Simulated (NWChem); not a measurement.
hydrogen bromide (HBr); SMILES Br

```xyz
2

Br     0.0000     0.0000     0.0493
H      0.0000     0.0000    -1.3730
```
Atoms are numbered in this order, from 1.

All runs: NWChem. Geometry: optimised at PBE0/def2-SVP. GIAO values for the isolated, static molecule; σ is the absolute isotropic shielding, δ = σ(reference) − σ with the isolated reference molecule computed at the same levels (1H: tetramethylsilane). Spin-orbit effects, on the heavy nuclei and on their neighbours, are missing.

Task: What does the run give for PBE0/x2c-TZVPall-s, scalar ZORA without spin-orbit coupling? Quantities: σ Br1 (ppm); δ H2 (ppm).

Result: 
```yaml
"σ Br1 (ppm)": 2553.3
"δ H2 (ppm)": 0.31
```
